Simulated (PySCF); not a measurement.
SMILES N[SiH2]N[SiH](Cl)Cl (H6Cl2N2Si2) (PBE0/def2-SVP optimised geometry):

```
12

Si    -1.372    -2.063    -1.503
Cl    -3.088    -1.726    -2.602
Cl    -0.363    -3.583    -2.472
N     -0.442    -0.632    -1.405
Si     0.243     0.159     0.000
N     -0.191     1.823     0.000
H     -1.736    -2.526    -0.147
H     -0.247    -0.170    -2.292
H     -0.253    -0.672     1.141
H      1.736     0.159     0.000
H     -1.151     2.137     0.082
H      0.467     2.526     0.314
```

Computed with PBE0/def2-TZVP (PySCF 2.14.0).

Question: What are the frontier orbital energies and the dipole moment?

Answer: HOMO-2 -9.06 eV, HOMO-1 -8.20 eV, HOMO -7.73 eV, LUMO 0.40 eV, LUMO+1 0.54 eV; dipole moment 3.18 D.

On the same geometry PBE/def2-TZVP (PySCF) gives HOMO-2 -7.64 eV, HOMO-1 -6.79 eV, HOMO -6.32 eV, LUMO -0.52 eV, LUMO+1 -0.32 eV; dipole moment 3.14 D.

Meta-Löwdin charges at PBE0/def2-TZVP: Si1 0.93, Cl2 -0.30, Cl3 -0.30, N4 -0.81, Si5 0.84, N6 -0.75, H7 -0.09, H8 0.25, H9 -0.13, H10 -0.12, H11 0.24, H12 0.25.
